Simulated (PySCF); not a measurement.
Geometry:
```tsv
atom	x (Å)	y (Å)	z (Å)
O1	3.128	0.342	-0.013
C2	2.271	-0.488	-0.199
C3	0.839	-0.250	-0.119
C4	-0.120	-1.154	-0.342
C5	-1.486	-0.572	-0.192
C6	-1.230	0.800	0.458
C7	0.257	1.098	0.211
H8	2.535	-1.535	-0.453
H9	0.034	-2.182	-0.622
H10	-1.952	-0.473	-1.177
H11	-2.137	-1.208	0.410
H12	-1.878	1.573	0.049
H13	-1.419	0.736	1.530
H14	0.404	1.772	-0.637
H15	0.749	1.547	1.073
```

Geometry: GFN2-xTB; GIAO absolute shieldings from PySCF 2.14.0 with density-fitted response routines, gas phase, non-relativistic, averaged over equivalent atoms.

At OLYP/def2-SVP (138 basis functions, 59 s wall time on 1 thread of an Arm Neoverse N1, shared host):
```csv
atoms,σ (ppm)
O1,-281.1
C2,17.8
C4,46.6
C3,50.9
C5,154.4
C7,159.5
C6,166.3
H8,21.84
H9,25.36
H10/H11,29.12
H14/H15,29.27
H12/H13,29.98
```

Question: What do these become at PBE0/pcSseg-1?

Answer: 
```
  atoms  σ at PBE0/pcSseg-1  change
     O1              -346.7   -65.6
     C2                -5.3   -23.1
     C4                27.6   -19.0
     C3                32.1   -18.8
     C5               148.4    -6.0
     C7               154.2    -5.3
     C6               161.5    -4.8
     H8               21.57   -0.27
     H9               24.94   -0.42
H10/H11               28.94   -0.18
H14/H15               29.04   -0.23
H12/H13               29.68   -0.30
```

The largest change is at O1 (aldehyde oxygen). Cost: 159 basis functions, 32 s wall time on 1 thread of an Arm Neoverse N1, shared host. The order of the carbon signals is the same at both levels.
